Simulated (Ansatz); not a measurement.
Isolated molecules relaxed with PBE0-D4/def2-TZVP in Ansatz; ΔE leaves out vibrations. CBS: MP2 limit from def2 TZ/QZ plus the TZ coupled-cluster correction, frozen cores. This one scheme is used for every species. DFT in def2-TZVPP. Each species was taken in one conformer, which may not be the lowest.

Consider the ligand exchange at a B–O bond: `C[SiH2]OB[SiH3]` + `OCS` → `[SiH3]BOCS` + `C[SiH2]O`.

`C[SiH2]OB[SiH3]`:

```xyz
14

C     1.028   -1.372    1.789
Si    0.160    0.269    1.754
O    -0.331    0.696    0.219
B    -0.231    0.122   -0.992
Si   -0.998    1.034   -2.637
H     1.928   -1.363    1.170
H     0.379   -2.177    1.437
H     1.325   -1.602    2.816
H     1.053    1.357    2.223
H    -1.067    0.243    2.589
H     0.321   -0.950   -1.093
H    -1.644    2.344   -2.351
H     0.084    1.254   -3.641
H    -2.008    0.145   -3.283
```

`OCS`:

Z-matrix (Å, degrees):
```
C
S 1 1.793
O 1 1.405 2 110.6
H 1 1.095 2 109.2 3 123.4
H 1 1.097 2 104.5 3 -120.8
H 2 1.343 1 96.4 3 -70.0
H 3 0.962 1 108.1 2 177.5
```

`[SiH3]BOCS`:

Z-matrix (Å, degrees):
```
Si
B 1 2.023
H 1 1.492 2 109.8
H 1 1.491 2 109.6 3 117.3
H 1 1.488 2 113.3 3 -121.4
O 2 1.347 1 119.2 3 121.5
H 2 1.207 1 122.3 3 -57.9
C 6 1.413 2 121.6 1 178.5
S 8 1.798 6 113.2 2 -97.5
H 8 1.093 6 110.7 2 20.7
H 8 1.089 6 107.6 2 140.6
H 9 1.343 8 96.4 6 -70.0
```

`C[SiH2]O`:

Cartesian coordinates in Å:
```
C 0.548 0.270 1.002
Si -0.203 0.212 -0.703
O -0.531 -1.328 -1.200
H 0.791 1.301 1.273
H 1.467 -0.319 1.044
H -0.142 -0.118 1.756
H 0.747 0.745 -1.709
H -1.445 1.038 -0.711
H -1.232 -1.802 -0.751
```

**Question.** Is it downhill or uphill in electronic energy at CCSD(T)/CBS, and by how much? (Best estimate.)

**Answer.** Ansatz gave: Downhill: ΔE = -0.15 eV.

**Question.** What do these levels give: r2SCAN, HF/def2-TZVPP, MP2/def2-TZVPP, SCS-MP2/def2-TZVPP, CCSD/def2-TZVPP, CCSD/CBS(def2)? (Best estimate.)

**Answer.** Computed: r2SCAN -0.16, HF/def2-TZVPP -0.09, MP2/def2-TZVPP -0.18, SCS-MP2/def2-TZVPP -0.16, CCSD/def2-TZVPP -0.15, CCSD/CBS(def2) -0.13 eV.

Largest T1 diagnostic among the species: 0.014.

In def2-TZVPP, CCSD(T) changes the Hartree–Fock value by −0.08 eV (the triples alone add −0.02 eV) and MP2 by −0.09 eV.
